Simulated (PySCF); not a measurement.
These are CAM-B3LYP-D3(BJ)/def2-TZVP (PySCF) values and carry that method's errors. All species are isolated molecules in the gas phase. Delta-SCF ions had no search for a lower state. Excitations are Tamm–Dancoff values on a coarser integration grid. The basis has no diffuse functions, so Rydberg states are missing or too high.

Reference species (SMILES): `C=[SiH2]` (neutral, multiplicity 1).

```json
{
  "vertical ionisation energy (Delta-SCF)": "8.79 eV",
  "HOMO–LUMO gap": "7.72 eV",
  "T1 excitation (TDA)": "2.72 eV",
  "S1 oscillator strength": "0.360"
}
```

After one change: the vertical ionisation energy (Delta-SCF) falls by 0.18 eV; the HOMO–LUMO gap drops by 0.19 eV; the T1 excitation (TDA) falls by 0.22 eV; the S1 oscillator strength goes up by 0.013.

Q: What was changed between the two runs? The new species is one of these.
(A) `[NH2][AlH2]`
(B) `[CH2]=[SnH2]`
(C) `[CH2]=[GeH2]`
(D) `BN`

A: C, `[CH2]=[GeH2]`
